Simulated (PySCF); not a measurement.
PySCF input for C₂H₆BFN₂, SMILES C=C(F)B(N)N, PBE0-D3(BJ)/def2-SVP. The structure is a stationary point at PBE0-D3(BJ)/def2-SVP. This is a generated structure with no PubChem entry under its InChIKey; it may be hypothetical. The values are those of a single conformer.

```python
import numpy as np
from pyscf import gto, scf, dft, df
from pyscf.hessian import thermo

mol = gto.M(
    atom='''
    C     1.87719077    0.61601702   -0.04806355
    C     0.78874270   -0.13187785    0.13731190
    F     0.95509395   -1.37273663    0.65178253
    B    -0.72707180    0.22186783   -0.16562962
    N    -1.66778094   -0.78723867    0.12152988
    N    -1.07205268    1.48584288   -0.69332420
    H     1.79079208    1.62181686   -0.46156124
    H     2.87348727    0.24523747    0.20540199
    H    -1.36526989   -1.67412323    0.49833134
    H    -2.66405772   -0.70725593   -0.01795539
    H    -2.02019951    1.76065516   -0.90485802
    H    -0.39200446    2.20389557   -0.89018339
    ''',
    basis='def2-SVP',
    charge=0,
    spin=0,
    max_memory=1600,
    verbose=3,
)
mf = dft.RKS(mol, xc='pbe0').density_fit(auxbasis='def2-universal-jkfit')
mf.disp = 'd3bj'
mf.grids.level = 3
mf.conv_tol = 1e-11
mf.max_cycle = 100
mf.kernel()

# [left out here: the lines that compute and print the analytic Hessian (its translational invariance restored by hand, since the grid's response is missing), thermochemistry and intensities]
```

Output:

```
converged SCF energy = -313.514620013451

WARN: DFTD3 does not support analytical Hessian, using finite difference


WARN: Mole.unit (angstrom) is changed to Bohr

Mode                                 0                   1                   2
Irrep
Freq [cm^-1]                      -29.5484            209.1898            294.9756
Reduced mass [au]                   3.7264              3.5939              1.2767
Force const [Dyne/A]               -0.0019              0.0927              0.0655
Char temp [K]                     -42.5135            300.9775            424.4042
Normal mode                   x     y     z       x     y     z       x     y     z
       0   C                 0.01 -0.05 -0.12    0.10 -0.06  0.03    0.00 -0.01 -0.02
       1   C                 0.00 -0.00 -0.00    0.02  0.04 -0.01   -0.00  0.01  0.02
       2   F                -0.01  0.04  0.11   -0.10  0.02 -0.02    0.00  0.00  0.00
       3   B                 0.00 -0.00 -0.00    0.02  0.05 -0.02   -0.00  0.01  0.02
       4   N                 0.01 -0.04 -0.11    0.11 -0.03  0.02    0.00 -0.02 -0.05
       5   N                -0.01  0.03  0.09   -0.10  0.01 -0.01   -0.01  0.04  0.10
       6   H                 0.02 -0.09 -0.23    0.21 -0.05  0.04   -0.00  0.01  0.03
       7   H                 0.01 -0.05 -0.12    0.04 -0.17  0.07    0.01 -0.03 -0.06
       8   H                 0.02 -0.07 -0.17    0.22  0.01  0.02   -0.02  0.07  0.17
       9   H                 0.01 -0.04 -0.11    0.10 -0.13  0.06   -0.00  0.01  0.02
      10   H                -0.01  0.03  0.08   -0.13 -0.07  0.01    0.05 -0.17 -0.44
      11   H                -0.03  0.10  0.26   -0.17  0.07 -0.05    0.07 -0.25 -0.66
Mode                                 3                   4                   5
Irrep
Freq [cm^-1]                      315.5045            329.5452            398.8468
Reduced mass [au]                   2.1640              2.8052              1.2270
Force const [Dyne/A]                0.1269              0.1795              0.1150
Char temp [K]                     453.9408            474.1421            573.8518
Normal mode                   x     y     z       x     y     z       x     y     z
       0   C                 0.00 -0.02 -0.05    0.08 -0.04  0.03    0.00  0.00  0.01
       1   C                -0.02  0.05  0.14    0.05 -0.01  0.01    0.01 -0.02 -0.06
       2   F                 0.00 -0.02 -0.04    0.09 -0.01  0.01   -0.00  0.01  0.02
       3   B                -0.01  0.05  0.12    0.01  0.00  0.00    0.00 -0.02 -0.05
       4   N                 0.00  0.00  0.01   -0.08  0.08 -0.04   -0.01  0.03  0.08
       5   N                 0.01 -0.02 -0.05   -0.12 -0.03 -0.00   -0.00  0.01  0.03
       6   H                -0.01  0.02  0.05    0.15 -0.04  0.03    0.01  0.01  0.01
       7   H                 0.03 -0.12 -0.31    0.05 -0.12  0.05   -0.01  0.02  0.09
       8   H                 0.02 -0.06 -0.15   -0.25  0.02 -0.04    0.03 -0.12 -0.29
       9   H                 0.05 -0.17 -0.43   -0.06  0.23 -0.10    0.06 -0.24 -0.61
      10   H                 0.02 -0.08 -0.21   -0.17 -0.18  0.06   -0.03  0.13  0.31
      11   H                -0.01  0.03  0.08   -0.24  0.08 -0.05    0.05 -0.14 -0.35
Mode                                 6                   7                   8
Irrep
Freq [cm^-1]                      416.2065            419.5297            473.5685
Reduced mass [au]                   2.9074              1.1871              3.2667
Force const [Dyne/A]                0.2967              0.1231              0.4316
Char temp [K]                     598.8284            603.6098            681.3597
Normal mode                   x     y     z       x     y     z       x     y     z
       0   C                -0.08  0.02 -0.02   -0.01  0.01  0.01   -0.03 -0.08  0.03
       1   C                 0.01 -0.08  0.03    0.01 -0.03 -0.05   -0.07 -0.02 -0.00
       2   F                 0.01 -0.09  0.04   -0.00 -0.01  0.01    0.12 -0.00  0.01
       3   B                 0.06  0.06 -0.02    0.01 -0.00 -0.03   -0.09  0.05 -0.03
       4   N                 0.09  0.06 -0.02    0.00  0.04  0.07    0.00 -0.03  0.01
       5   N                -0.05  0.05 -0.02   -0.01  0.02  0.03   -0.02  0.10 -0.04
       6   H                -0.31 -0.00 -0.02   -0.03 -0.03 -0.07    0.12 -0.07  0.04
       7   H                 0.01  0.22 -0.10   -0.01  0.09  0.14   -0.10 -0.23  0.09
       8   H                 0.12  0.09  0.03    0.07 -0.19 -0.51    0.22  0.04  0.00
       9   H                 0.08  0.01 -0.03    0.00  0.03  0.06   -0.02 -0.24  0.09
      10   H                -0.12 -0.08  0.12    0.06 -0.25 -0.61    0.01  0.20 -0.08
      11   H                -0.18  0.14 -0.13   -0.05  0.10  0.21    0.06  0.03 -0.00
Mode                                 9                  10                  11
Irrep
Freq [cm^-1]                      587.2050            670.9087            699.4193
[...]
Freq [cm^-1]                     1355.1243           1401.4803           1436.7799
Reduced mass [au]                   1.8327              1.9503              2.0350
Force const [Dyne/A]                1.9829              2.2569              2.4751
Char temp [K]                    1949.7221           2016.4181           2067.2064
Normal mode                   x     y     z       x     y     z       x     y     z
       0   C                 0.01 -0.02  0.01    0.02  0.04 -0.01   -0.01  0.01 -0.00
       1   C                -0.00  0.14 -0.06    0.10 -0.05  0.03    0.03 -0.01  0.01
       2   F                 0.01 -0.04  0.02   -0.01  0.02 -0.01    0.00 -0.00  0.00
       3   B                 0.11 -0.03  0.02   -0.16 -0.02 -0.01    0.01  0.20 -0.08
       4   N                -0.04 -0.01 -0.00    0.04  0.02 -0.00   -0.01 -0.03  0.01
       5   N                -0.02  0.01 -0.01    0.03 -0.01  0.01    0.01 -0.04  0.02
       6   H                -0.56 -0.09 -0.02   -0.37 -0.01 -0.03   -0.11 -0.00 -0.01
       7   H                -0.15 -0.33  0.12   -0.20 -0.42  0.15   -0.07 -0.13  0.04
       8   H                 0.01  0.00  0.00    0.11  0.05 -0.01   -0.34 -0.14  0.02
       9   H                -0.05 -0.11  0.04    0.07  0.22 -0.08   -0.05 -0.21  0.08
      10   H                 0.03  0.16 -0.06   -0.01 -0.08  0.03   -0.07 -0.28  0.10
      11   H                -0.02  0.01 -0.01   -0.05  0.05 -0.03    0.23 -0.24  0.12
Mode                                21                  22                  23
Irrep
Freq [cm^-1]                     1587.7555           1614.5565           1739.2494
Reduced mass [au]                   1.2509              1.7631              6.3207
Force const [Dyne/A]                1.8579              2.7079             11.2652
Char temp [K]                    2284.4266           2322.9874           2502.3927
Normal mode                   x     y     z       x     y     z       x     y     z
       0   C                -0.02 -0.01  0.00    0.02  0.01 -0.00    0.15  0.10 -0.02
       1   C                 0.01  0.01 -0.00   -0.02  0.01 -0.00   -0.17 -0.11  0.03
       2   F                 0.00 -0.00  0.00   -0.00  0.00 -0.00    0.00  0.01 -0.00
       3   B                 0.05  0.03 -0.00   -0.02 -0.13  0.05    0.04  0.01 -0.00
       4   N                -0.07 -0.07  0.02    0.04  0.06 -0.02   -0.01 -0.01  0.00
       5   N                -0.02  0.04 -0.02   -0.02  0.10 -0.04   -0.01 -0.00  0.00
       6   H                 0.02 -0.01  0.01   -0.04  0.00 -0.00   -0.17  0.09 -0.05
       7   H                -0.01  0.02 -0.01    0.01 -0.02  0.01    0.06 -0.16  0.07
       8   H                 0.51  0.12  0.01   -0.22 -0.03 -0.01    0.06  0.01  0.00
       9   H                 0.01  0.47 -0.18    0.01 -0.24  0.09   -0.00  0.04 -0.02
      10   H                -0.13 -0.29  0.10   -0.20 -0.40  0.13    0.00  0.02 -0.01
      11   H                 0.29 -0.21  0.11    0.36 -0.22  0.13    0.01 -0.01  0.01
Mode                                24                  25                  26
Irrep
Freq [cm^-1]                     3183.3485           3288.8221           3653.7131
Reduced mass [au]                   1.0637              1.1181              1.0497
Force const [Dyne/A]                6.3508              7.1253              8.2565
Char temp [K]                    4580.1297           4731.8828           5256.8797
Normal mode                   x     y     z       x     y     z       x     y     z
       0   C                -0.06 -0.03  0.01    0.05 -0.07  0.03   -0.00  0.00 -0.00
       1   C                 0.01  0.01 -0.00    0.00 -0.00  0.00    0.00  0.00 -0.00
       2   F                 0.00  0.00 -0.00    0.00  0.00 -0.00    0.00 -0.00  0.00
       3   B                 0.00 -0.00  0.00   -0.00 -0.00  0.00    0.00  0.00 -0.00
       4   N                -0.00  0.00 -0.00   -0.00  0.00 -0.00   -0.03 -0.04  0.01
       5   N                 0.00  0.00 -0.00    0.00  0.00 -0.00    0.00 -0.01  0.00
       6   H                -0.06  0.58 -0.24   -0.06  0.66 -0.27   -0.00 -0.00  0.00
       7   H                 0.67 -0.25  0.17   -0.56  0.20 -0.14    0.00 -0.00  0.00
       8   H                -0.00  0.00 -0.00    0.00  0.00 -0.00   -0.21  0.59 -0.25
       9   H                -0.00 -0.00  0.00    0.00 -0.00  0.00    0.67 -0.06  0.10
      10   H                 0.00  0.00 -0.00    0.00  0.00 -0.00   -0.13  0.03 -0.03
      11   H                -0.00 -0.00 -0.00   -0.00  0.00 -0.00    0.08  0.08 -0.02
Mode                                27                  28                  29
Irrep
Freq [cm^-1]                     3662.4914           3764.4411           3767.5179
Reduced mass [au]                   1.0512              1.0994              1.0982
Force const [Dyne/A]                8.3078              9.1792              9.1840
Char temp [K]                    5269.5097           5416.1926           5420.6194
Normal mode                   x     y     z       x     y     z       x     y     z
       0   C                 0.00  0.00 -0.00    0.00 -0.00  0.00    0.00 -0.00  0.00
       1   C                -0.00 -0.00 -0.00   -0.00  0.00 -0.00    0.00  0.00 -0.00
       2   F                -0.00 -0.00  0.00    0.00 -0.00  0.00    0.00 -0.00  0.00
       3   B                -0.00  0.00 -0.00    0.00 -0.00  0.00   -0.00 -0.00  0.00
       4   N                 0.01  0.01 -0.00    0.06 -0.04  0.02    0.02 -0.01  0.01
       5   N                 0.02 -0.05  0.02    0.02  0.01 -0.00   -0.07 -0.02  0.00
       6   H                -0.00  0.00 -0.00    0.00 -0.00  0.00   -0.00  0.00 -0.00
       7   H                 0.00 -0.00  0.00   -0.00  0.00 -0.00    0.00 -0.00  0.00
       8   H                 0.04 -0.11  0.05   -0.18  0.58 -0.24   -0.05  0.14 -0.06
       9   H                -0.13  0.01 -0.02   -0.65  0.05 -0.09   -0.16  0.01 -0.02
      10   H                -0.69  0.19 -0.15   -0.14  0.04 -0.03    0.55 -0.17  0.13
      11   H                 0.42  0.43 -0.12   -0.12 -0.13  0.04    0.47  0.51 -0.14
temperature 298.1500 [K]
pressure 101325.00 [Pa]
Rotational constants [GHz] 4.96960 3.09695 1.90802
Symmetry number 1
Zero-point energy (ZPE) 0.09297 [Eh]   244081.298 [J/mol]
                           tot       elec      trans        rot        vib
Entropy [J/mol/K]       325.403      0.000    164.571    112.111     48.721
Cv [J/mol/K]            102.818      0.000     12.472     12.472     77.875
Cp [J/mol/K]            111.133      0.000     20.786     12.472     77.875
Internal energy [J/mol]                      3718.434   3718.434 253704.232
Internal energy [Eh]   -313.41516  -313.51462
Enthalpy [J/mol]                             6197.391   3718.434 253704.232
Enthalpy [Eh]          -313.41421
Gibbs free energy [J/mol]                  -42869.310 -29707.603 239178.089
Gibbs free energy [Eh] -313.45116
mode   freq/cm-1   IR/(km/mol)
   1      -29.55         0.009
   2      209.19         0.741
   3      294.98        98.541
   4      315.50        31.508
   5      329.55         2.869
   6      398.85       137.709
   7      416.21         0.866
   8      419.53       110.381
   9      473.57         2.703
  10      587.21         0.037
  11      670.91        12.542
  12      699.42         1.983
  13      747.97         0.141
  14      848.24         0.093
  15      878.71        58.705
  16      919.60         8.067
  17      948.59        30.290
  18     1193.91       111.989
  19     1355.12        52.057
  20     1401.48       118.541
  21     1436.78        45.192
  22     1587.76       101.380
  23     1614.56       311.428
  24     1739.25        17.504
  25     3183.35         0.151
  26     3288.82         2.451
  27     3653.71        59.311
  28     3662.49        23.477
  29     3764.44        47.310
  30     3767.52        20.805
max |gradient| / (hartree/bohr): 0.0001457395997243653
APT charges: [-0.2556  0.3691 -0.5187  0.9778 -0.7754 -0.7415  0.049   0.0688  0.2334
  0.1949  0.1965  0.2017]
```

The run converged. The end point has an imaginary mode, so it is no minimum.

Cost: around 2.7 core-minutes (rough).
